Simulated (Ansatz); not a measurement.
Mo₅⁻. Charge -1, multiplicity 2. Geometry r2SCAN-D4/def2-SVP, that of the neutral singlet; atoms count from 1.

```csv
atom,x (Å),y (Å),z (Å)
Mo1,-0.787,-1.298,0.109
Mo2,0.763,-0.080,-1.640
Mo3,-0.870,0.425,1.530
Mo4,-0.459,1.464,-0.470
Mo5,1.353,-0.510,0.472
```

In the def2 sets Mo takes a core potential; there is no spin–orbit coupling. The charge -1 doublet is spin-contaminated (final ⟨S²⟩ up to 1.97, 0.75 for a pure state). The highest occupied level of the charge -1 doublet lies above zero (up to 0.06 eV). Its loss leaves the charge 0 singlet, which lies 1.09 eV higher (vertical, at PBE0-D4/def2-TZVPD), but this difference is unsure: the singlet is doubtful (at the level of its geometry, restricted singlet, unstable towards broken spin symmetry at other levels and untested here). The structure comes from a short search, and lower isomers may exist.

Question: Estimate the Mulliken populations from the PBE0/def2-TZVPD orbitals of Ansatz.

Answer: 
```
atom  charge (e)  spin (α − β)  d electrons
 Mo1       -0.13         -1.00         4.72
 Mo2       -0.27          0.25         4.81
 Mo3       -0.29          1.47         4.79
 Mo4       -0.15         -0.80         4.79
 Mo5       -0.17          1.08         4.70
```
Mulliken values and Mayer orders depend strongly on the basis. With diffuse functions, as here, like atoms can get unlike values, and bond orders can come out too low or too high.

Question: Where does the spin sit?

Answer: Summed by element: Mo 1.00, of 1 unpaired in all. Largest on single atoms: Mo3 1.47, Mo5 1.08, Mo1 -1.00.

Question: And the Mayer bond orders between bonded heavy atoms (over 0.3)?

Answer: Mo1–Mo2 1.23 (2.64 Å); Mo1–Mo3 2.41 (2.24 Å); Mo1–Mo4 0.66 (2.84 Å); Mo1–Mo5 2.21 (2.31 Å); Mo2–Mo4 2.38 (2.29 Å); Mo2–Mo5 2.53 (2.24 Å); Mo3–Mo4 2.36 (2.29 Å); Mo3–Mo5 1.30 (2.63 Å); Mo4–Mo5 0.76 (2.84 Å).
